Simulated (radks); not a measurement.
Initial-state core-level shifts of neutral bismuth when its valence configuration changes from [Hg] 6p3. All-electron calculation, Dirac Kohn-Sham, PBE, spin-unpolarised, spherical densities, finite nucleus; open shells fill j = l - 1/2 first; Fermi nuclear charge, rms radius 5.5211 fm. Program: a radial shooting solver on a logarithmic mesh with Libxc functionals. Shifts are changes of the shell-averaged eigenvalues in eV (positive: less bound); the change of the density at the nucleus, which sets a Mossbauer isomer shift, is in e/bohr^3, on a base of 2.969e+06.

valence                          2s       3s       4d       5p  density at nucleus
[Xe] 4f13 5d10 6s2 6p4      -22.598  -24.905  -20.270   -9.097              +355.0
[Xe] 4f14 5d9.5 6s2 6p3.5    -3.216   -3.175   -3.121   -2.756               +50.5
[Xe] 4f13.5 5d9.5 6s2 6p4   -14.465  -15.562  -13.234   -7.298              +227.3
[Xe] 4f14 5d9 6s2 6p4        -6.451   -6.362   -6.247   -5.488              +101.5
[Xe] 4f14 5d8 6s2 6p5       -12.991  -12.791  -12.532  -10.893              +205.1
[Xe] 4f14 5d10 6s1.5 6p3.5   -1.018   -1.022   -1.022   -1.012              -145.5
[Xe] 4f12 5d10 6s2 6p5      -46.059  -50.736  -41.033  -18.292              +724.6
[Xe] 4f14 5d10 6s1 6p4       -2.001   -2.011   -2.011   -1.989              -297.3
[Xe] 4f13.5 5d10 6s2 6p3.5  -11.190  -12.336  -10.072   -4.536              +175.6
